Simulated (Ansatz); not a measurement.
Geometry optimisation, Ansatz, RKS BHLYP/def2-SVP.

Input:

```yaml
crystal:
  periodic: [false, false, false]
  atoms:
    - { symbol: Ti, position_ang: [-0.416413, 0.173609, -0.497354] }
    - { symbol: "N", position_ang: [-0.18319, -0.333779, 2.697034] }
    - { symbol: H, position_ang: [-0.55319, -1.118216, 3.216052] }
    - { symbol: H, position_ang: [0.513637, 0.117578, 3.272965] }
    - { symbol: F, position_ang: [1.214296, 0.65246, -0.259149] }
    - { symbol: F, position_ang: [-0.831328, 0.731374, -2.065834] }
    - { symbol: F, position_ang: [-0.601106, -1.532332, -0.551064] }
    - { symbol: F, position_ang: [-1.556183, 0.982604, 0.613941] }
    - { symbol: H, position_ang: [-0.953724, 0.337402, 2.549409] }
basis:
  gaussian: { orbitals: def2-SVP }
hamiltonian:
  xc: { name: BHLYP }
relax:
  f_tol: 0.03
  max_steps: 50
```

Run as:

```bash
$ ansatz run input.yaml --threads 4 --pin off --max-ram 5120MiB --backend cpu --events-out ev --progress --plain --runs-dir out
```

Problem. Where does it end, and by what steps?

Solution. The forces met the threshold. After 7 steps the energy has fallen by 0.725 eV; H3 moved furthest, 0.77 Å. Joined: Ti1–N2 (3.24 → 2.31 Å).

```csv
step,energy less start (eV),largest force component (eV/Å),accepted
0,0.0000,1.319,yes
1,-0.1912,1.094,yes
2,-0.4103,1.125,yes
3,-0.6351,1.061,yes
4,-0.6832,0.996,yes
5,-0.7216,0.152,yes
6,-0.7242,0.059,yes
7,-0.7249,0.013,yes
```

```xyz
9
Properties=species:S:1:pos:R:3
Ti -0.450 0.168 -0.031
N -0.282 -0.202 2.247
H -0.426 -1.181 2.463
H 0.633 0.065 2.588
F 1.178 0.742 0.214
F -0.576 0.446 -1.737
F -0.710 -1.556 -0.021
F -1.758 1.189 0.503
H -0.976 0.338 2.750
```

Whether the end is a true minimum wasn't checked by a vibrational analysis.

The run took 10 s on 4 threads of Intel(R) Xeon(R) Platinum 8559C (Emerald Rapids), on a shared host, peak memory 0.32 GiB.
